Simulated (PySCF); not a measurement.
A GIAO shielding run with PySCF (density fitting, non-relativistic, gas phase) on `[SiH3][SiH2]C=C(Cl)Cl`, C$_{2}$H$_{6}$Cl$_{2}$Si$_{2}$:

```
$ OMP_NUM_THREADS=1 python probes_run.py task.json out

{"job": {"kind": "nmr", "xc": "PBE", "basis": "pcSseg-1", "pop": false}, "charge": 0, "multiplicity": 1}
Si    -1.880918     0.108866     0.683894
Si    -0.045587     1.119083    -0.389171
C      1.215635    -0.169426    -0.916881
C      1.749028    -1.070768    -0.088327
Cl     1.332515    -1.137297     1.591432
Cl     2.895411    -2.263690    -0.564324
H     -3.135713     0.846029     0.334701
H     -1.720980     0.128608     2.168578
H     -2.013717    -1.305151     0.217238
H     -0.493466     1.821041    -1.630713
H      0.591479     2.126425     0.515655
H      1.546736    -0.219873    -1.958805
```

Hardware: 1 thread of an Arm Neoverse V1, shared host.

(1) How large is the calculation?

(2) How long does it take, and how much memory does it need?

(3) And these other runs on the same molecule and hardware: GIAO shielding at B3LYP/pcSseg-1; GIAO shielding at B97-D/pcSseg-1; GIAO shielding at BLYP/pcSseg-1; GIAO shielding at BP86/pcSseg-1; GIAO shielding at HF/pcSseg-1; GIAO shielding at KT2/pcSseg-1?

## Answers

(1) 80 electrons, 160 basis functions and 926 auxiliary functions.

(2) 24 s of wall time, with 15 SCF cycles; peak memory 0.81 GiB. Times on a shared host scatter by some tens of per cent.

(3) B3LYP/pcSseg-1: 160 functions, 18 s; B97-D/pcSseg-1: 160 functions, 23 s; BLYP/pcSseg-1: 160 functions, 24 s; BP86/pcSseg-1: 160 functions, 24 s; HF/pcSseg-1: 160 functions, 11 s; KT2/pcSseg-1: 160 functions, 24 s.
